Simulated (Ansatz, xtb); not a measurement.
Two isomers of C5H8P2Si

Structure I is `CC1=CP=CP=C1[SiH3]`, a singlet and structure II is `CC1=PC=C([SiH3])P=C1`, a singlet. Both are isolated molecules in the gas phase, relaxed with B3LYP/def2-SVP.

Quicker runs give these differences E(II) − E(I): GFN2-xTB +0.001 eV; HF/STO-3G −0.134 eV (at GFN2-xTB geometries); r2SCAN-D4/def2-SVP +0.108 eV (at GFN2-xTB geometries).

Q: Estimate which is lower in electronic energy at CCSD(T)/def2-SVP + ΔMP2/def2-TZVPP, and by roughly how much.

A: The CCSD(T)/def2-SVP + ΔMP2/def2-TZVPP calculation puts structure I lower, by 0.129 eV.

Level by level:

```tsv
level	geometry	E(II) − E(I) (eV)	departure from the last row (eV)	job, with rough time for the two
GFN2-xTB	GFN2-xTB	+0.001	−0.129	optimisation, 0.45 s
HF/STO-3G	GFN2-xTB	−0.134	−0.263	single point, 0.6 s
r2SCAN-D4/def2-SVP	GFN2-xTB	+0.108	−0.021	single point, 5.5 s
B3LYP/def2-SVP	B3LYP/def2-SVP	+0.050	−0.079	optimisation, 2.9 min
HF/def2-SVP	B3LYP/def2-SVP	+0.054	−0.075	part of the CCSD(T) run
MP2/def2-SVP	B3LYP/def2-SVP	+0.097	−0.033	part of the CCSD(T) run
CCSD(T)/def2-SVP	B3LYP/def2-SVP	+0.083	−0.046	single point
CCSD(T)/def2-SVP + ΔMP2/def2-TZVPP	B3LYP/def2-SVP	+0.129		single point, 2.1 min
```

As drawn, both hold the same kinds of bond in the same numbers.

HF/STO-3G puts the two in the other order. GFN2-xTB finds them nearly level. The largest departure from CCSD(T)/def2-SVP + ΔMP2/def2-TZVPP is that of HF/STO-3G, 0.263 eV. The last row adds to CCSD(T) the change of the MP2 difference between the two basis sets, here +0.046 eV.

With thermal terms from frequencies at re-optimised GFN2-xTB minima (ideal gas, soft modes damped towards free rotors, one conformer each, 298.15 K, 1 atm): the zero-point term adds −0.019 eV; ΔH is +0.123 and ΔG +0.086 eV.

The correlated steps freeze 20 core orbitals. Programs: Ansatz 0.2.0, xtb 6.7.1; the last row on 4 threads of Arm Neoverse V1 on a shared host.
